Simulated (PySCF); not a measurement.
**Pt⁺: ionisation energy**

Pt⁺ [Xe] 4f14 5d9 (2D) → Pt²⁺ [Xe] 4f14 5d8 (3F), as a difference of total energies. Computed with PySCF 2.14 in def2-QZVPPD with the def2 core potential (60 electrons) (7s5p4d4f2g, 88 functions), with scalar relativity through the core potential. Correlated levels: valence and next inner shell: nothing frozen outside the core potential. The calculations carry no spin-orbit coupling.

| method | ionisation energy (eV) |
| --- | --- |
| UHF | 16.919 |
| MP2 (valence and next inner shell) | 18.882 |
| SCS-MP2 (valence and next inner shell) | 18.667 |
| CCSD (valence and next inner shell) | 18.534 |
| CCSD(T) (valence and next inner shell) | 18.685 |

Task: How much does correlation contribute at CCSD(T) (valence and next inner shell)?

Result: 18.685 − (16.919) = 1.766 eV, measured against UHF.

The reference lies between the lowest fine-structure levels, while these numbers refer to the centres of the terms.

Errors of the correlated levels include the incompleteness of this basis.

For comparison: 18.56 ± 0.12 eV (measured; NIST Atomic Spectra Database, ionization energies).
